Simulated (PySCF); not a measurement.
# Worked example: chemical shift, span and skew from a shielding tensor

C5H4F2O, SMILES C#C[C@@H]1COC1(F)F. Atoms are numbered in the order given.

```xyz
12

C      2.1875    -0.8118     1.7594
C      1.0888    -0.6262     1.2869
C     -0.2284    -0.4226     0.7197
C     -0.7621    -1.4306    -0.3321
O     -0.9595    -0.3583    -1.2854
C     -0.3896     0.5804    -0.4499
F     -1.2102     1.6197    -0.2177
F      0.7470     1.0899    -0.9521
H      3.1652    -0.9677     2.1753
H     -0.9714    -0.1982     1.4999
H     -1.7085    -1.9316    -0.0818
H     -0.0175    -2.1582    -0.6862
```
Charge 0, spin multiplicity 1.

Geometry optimised at B3LYP-D3(BJ)/def2-SVP. The structure was generated by enumeration; whether it is a known compound was not checked.

GIAO shieldings from B3LYP/pcSseg-1 (PySCF), non-relativistic, no solvent. The symmetric part of the tensor of F7 has the principal values 169.1, 199.7, 332.8 ppm. The same nucleus in CFCl3 has σ = 161.7 ppm at this level (PySCF, at its B3LYP-D3(BJ)/def2-TZVP geometry).

Question: Work out the isotropic shielding, the ¹⁹F shift against CFCl3, the span and the skew.

Answer: 
σ(iso) = (σ11 + σ22 + σ33)/3 = 233.9 ppm. δ = σ(ref) − σ(iso) = 161.7 − (233.9) = -72.2 ppm.
Span Ω = σ33 − σ11 = 163.7 ppm. Skew κ = 3(σ(iso) − σ22)/Ω = 0.63. Tumbling in solution averages the tensor to δ; in a static solid the shielding alone would spread this spin-1/2 line over Ω.
